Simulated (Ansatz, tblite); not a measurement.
Adding an electron: CaI2⁺ (the lowest doublet isomer of a short search). Total charge 1; doublet. Geometry: r2SCAN-D4/def2-TZVP. Ansatz, gas phase; energy differences of separate SCF runs; the reduced species is a singlet (the triplet lies 1.52 eV higher at PBE0-D4/def2-TZVP).

```xyz
3

Ca    0.1353    1.0529   -1.1130
I    -1.4951    0.1955    1.0659
I     1.3597   -1.2484    0.0471
```

In the def2 sets I takes a core potential; there is no spin–orbit coupling. The xTB rows come from tblite. The structure comes from a short search, and lower isomers may exist.

```
              level  −HOMO (eV)  −LUMO (eV)  vertical EA (eV)  HOMO–LUMO gap (eV)
           GFN1-xTB           –           –             11.09                   –
           GFN2-xTB           –           –             13.01                   –
   PBE-D4/def2-TZVP       10.19        9.47              6.86                0.72
r2SCAN-D4/def2-TZVP       10.48        9.32              6.88                1.17
  PBE0-D4/def2-TZVP       11.25        8.73              6.94                2.52
```

  HOMO and LUMO are the levels of the spin that leaves or enters (xTB has no such levels and no spin-polarisation term). Other spin states of the ions may lie lower, which would lower the ionisation energy or raise the affinity. Raw xTB energy differences between charge states are shifted by several eV; the methods need an empirical correction for them.
